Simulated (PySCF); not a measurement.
PySCF 2.14 output of an unrestricted CAM-B3LYP calculation on a single atom or ion in aug-cc-pwCVDZ (5s4p2d, 27 functions), with no relativity, point nucleus:

```
SCF conv_tol = 1e-09
number electrons alpha = 5  beta = 1
    T. Yanai, D. P. Tew, and N. C. Handy.,  Chem. Phys. Lett. 393, 51 (2004)
cycle= 1 E= -52.7841147540814  delta_E= -0.00181  |g|= 0.0091  |ddm|= 0.158
cycle= 2 E= -52.7841675911298  delta_E= -5.28e-05  |g|= 0.00743  |ddm|= 0.0906
cycle= 3 E= -52.7840055488734  delta_E= 0.000162  |g|= 0.0014  |ddm|= 0.0551
cycle= 4 E= -52.7840002915498  delta_E= 5.26e-06  |g|= 0.000167  |ddm|= 0.0109
cycle= 5 E= -52.7840003106079  delta_E= -1.91e-08  |g|= 1.47e-05  |ddm|= 0.00229
cycle= 6 E= -52.7840003109756  delta_E= -3.68e-10  |g|= 1.04e-06  |ddm|= 0.000221
converged SCF energy = -52.7840003109756  <S^2> = 6.0000021  2S+1 = 5.0000008
```

The run itself started from symmetry-adapted Hartree-Fock orbitals and held the occupation by maximum overlap, on a logarithmic radial grid, so the iterations belong to that start.

**Question.** Which element, charge and spin multiplicity is this?

**Answer.** N⁺ (nitrogen, charge +1), multiplicity 5; the state was [He] 2s1 2p2 3d1, one real determinant (an excited configuration).

⟨L²⟩ = 8.00 against 12 for a pure F term, so this real determinant mixes terms. The outer electron is Rydberg-like, and this basis confines it to a smaller radius and binds it less than a complete one would.
